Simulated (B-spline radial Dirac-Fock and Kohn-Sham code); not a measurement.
Z = 66 (dysprosium), transition energy 16.7 keV. Model: a Dirac-Hartree-Slater potential of the neutral atom with a Latter tail (no hole, which puts coefficients of high multipoles low close above an edge), finite nucleus with surface currents. Program: a B-spline atomic structure program. The K shell is not open to conversion at this energy. Subshells that would emit electrons below 1 keV are left out.

Q: A pure transition shows α(L) = 13800, L1/L2 = 19.2 and L1/L3 = 1.65. What is its multipolarity?
A. M2
B. E3
C. M3
D. M4
E. E2
F. M1
G. E4
H. E1

A: A. For comparison, α(L), L1/L2, L1/L3 are E1 5.91, 0.909, 0.587; E2 7790, 0.0163, 0.0118; E3 1.26e+06, 0.0126, 0.00911; E4 6.67e+07, 0.00877, 0.00601; M1 58.7, 10.4, 60.0; M3 3.48e+06, 22.7, 0.121; M4 3.43e+08, 20.9, 0.0287.

Values without a named source are computed, but for edge energies of neutral atoms, which are taken from tables.
